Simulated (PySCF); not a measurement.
An unknown gives this computed stick spectrum. Method: TDDFT PBE0/def2-SVPD, vertical, gas phase, core orbitals frozen in the response in PySCF. Geometries: GFN2-xTB, one conformer each.

```tsv
state	λ (nm)	f
S1	461.4	0.0001
S2	269.1	0.0016
S3	248.0	0.0001
S4	229.0	0.0091
S5	217.1	0.0080
S6	209.2	0.053
S7	201.0	0.0084
S8	199.6	0.106
```

Triplets computed (Tamm–Dancoff): 2.35, 3.59, 3.89 eV.

Orbital energies (eV): HOMO-3 -9.76, HOMO-2 -9.37, HOMO-1 -9.11, HOMO -7.62, LUMO -3.25, LUMO+1 -1.46, LUMO+2 -0.21.

Question: Which structure fits?
A. `O=S(=O)(O)C([SiH3])=C=S`
B. `C#C[SiH2]SC(C)C`
C. `CC#CCS[SiH2]C`
D. `C#C[SiH2]SCCC`

Answer: A. Its S1, at 2.69 eV, is the lowest among the candidates; the nearest of the others has S1 at 5.05 eV. S1 is HOMO→LUMO (100%). Löwdin shares by element: HOMO carbon 44%, sulfur 41% or more (atoms not listed hold the other 15%); LUMO carbon 44%, sulfur 43%. At the same level the other candidates give, for their lowest levels:
- `CC#CCS[SiH2]C`: 236 nm (f 0.001); 210 nm (f 0.040); 206 nm (f 0.005); 198 nm (f 0.001); 198 nm (f 0.045); T1 4.76 eV; HOMO -6.72, LUMO -0.02 eV
- `C#C[SiH2]SC(C)C`: 245 nm (f 0.012); 218 nm (f 0.006); 213 nm (f 0.002); 206 nm (f 0.005); 196 nm (f 0.013); T1 4.73 eV; HOMO -6.83, LUMO -0.53 eV
- `C#C[SiH2]SCCC`: 243 nm (f 0.018); 223 nm (f 0.003); 208 nm (f 0.002); 205 nm (f 0.001); 199 nm (f 0.023); T1 4.69 eV; HOMO -6.85, LUMO -0.53 eV

Shape of the structure used: `[O:1]=[S:2](=[O:3])([OH:4])[C:5]([SiH3:6])=[C:7]=[S:8]`: O1–S2–C5–Si6 150°, H–O4–S2–O1 7°.
